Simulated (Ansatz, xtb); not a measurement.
**AlBClH3N: where a starting geometry ends**

The starting geometry of this gas-phase doublet was built from a drawn formula by distance geometry and a force field; its bonds are those of `[B]=[NH+][AlH2-][Cl]`.

```xyz
7

Al   -0.8112    0.3758   -0.8937
B    -0.4110    2.6945    0.5425
Cl    0.4205   -1.1248   -1.9241
N     0.2678    1.6830   -0.1277
H     1.3371    1.6353   -0.2858
H    -1.6228   -0.3577    0.3301
H    -1.8661    1.0109   -1.8918
```

Q: Predict what it relaxes into with r2SCAN-D4/def2-SVP.

A: New bonds form, giving a structure given below by its coordinates. Distances that change by over a tenth: Al1–H6 (1.64 → 2.05 Å). Contacts that close: Al1–B2 (2.76 → 2.30 Å), B2–H6 (3.29 → 1.26 Å).

The energy falls by 2.77 eV over 16 steps:

```tsv
step	E − E(last) (eV)
1	2.768
3	2.162
4	2.094
6	1.948
8	1.408
9	0.873
11	0.101
13	0.006
14	0.001
16	0.000
```

Final geometry (Å):

```xyz
7

Al   -0.6332    0.4443   -1.2849
B    -0.4418    1.4241    0.7920
Cl    0.3213   -1.4217   -1.5440
N     0.2711    1.7360   -0.3312
H     1.0242    2.4119   -0.3976
H    -1.3176    0.5363    0.6457
H    -1.9098    0.7862   -2.1306
```

From the same start GFN2-xTB reaches the same bonding as this run.

No frequencies were run, so the end isn't proven a minimum. Open shells are spin-unrestricted. Run with Ansatz 0.2.0, 3.4 min on 1 thread of Arm Neoverse V1, with other jobs on the host.
